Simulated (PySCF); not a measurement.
Assignment exercise: C6H13ClSi

Bonds (- single, = double, # triple, : aromatic): C1-C2, C2-C3, C3-C4, C4-Cl5, C4=C6, C6-C7, C6-Si8. C1 carries H9, H10, H11; C2 carries H12, H13; C3 carries H14, H15; C7 carries H16, H17, H18; Si8 carries H19, H20, H21. Stereochemistry as in CCC/C(Cl)=C(/C)[SiH3].

- NMR shieldings at PBE0/pcSseg-1/GIAO
- geometry from GFN2-xTB
- code: PySCF
- one conformer, relativity neglected, no solvent model, fast rotation and ring inversion assumed for equivalent nuclei

References, each an isolated molecule treated in the same way: 13C and 1H vs TMS.

Question: Assign these signals to the numbered atoms. 13C{1H} NMR (computed): δ 155.5, 125.6, 48.1, 27.1, 25.7, 16.6.

Answer: 
```tsv
δ (ppm)	atoms	environment	reason
155.5	C4	fully substituted alkene carbon	as expected for a trigonal carbon in a double bond
125.6	C6	fully substituted alkene carbon	–
48.1	C3	allylic sp3 CH2	aliphatic region, no heteroatom directly attached
27.1	C2	sp3 CH2	aliphatic region, no heteroatom directly attached
25.7	C7	allylic methyl carbon	aliphatic region, no heteroatom directly attached
16.6	C1	methyl carbon	aliphatic region, no heteroatom directly attached
```

C2 and C7 lie closer than the usual error of such a calculation, so a measured spectrum could show them in the other order.

Question: Assign these signals to the numbered atoms. 1H NMR (600 MHz, computed): δ 4.19 (s, 3H), 2.18 (t, 2H), 2.14 (s, 3H), 1.65 (m, 2H), 1.04 (t, 3H).

Answer: 
4.19 → H19/H20/H21, hydrogen on a silicon bonded to C
2.18 → H14/H15, hydrogen on an allylic sp3 CH2: allylic position
2.14 → H16/H17/H18, hydrogen on an allylic methyl carbon: allylic position
1.65 → H12/H13, hydrogen on an sp3 CH2
1.04 → H9/H10/H11, hydrogen on a methyl carbon: far from electronegative atoms and π systems

H14/H15 and H16/H17/H18 lie closer than the usual error of such a calculation, so a measured spectrum could show them in the other order.

Carbons that carry Cl, above all several Cl atoms, come out too deshielded, partly because spin–orbit coupling is missing. Shifts are as computed. Against solution values, carbons near 30 ppm lie about +3 ppm off and those near 130 ppm about +5 ppm; carbons on Cl a further +6 ppm. Of 1211 compounds with measured shifts, 218 miss one by over three times the rms of a fit or turn the order of signals round; such compounds aren't used in these exercises. Multiplicities follow the n + 1 count of equivalent neighbours, as no J values were calculated; m marks all less simple cases, F and P coupling included.
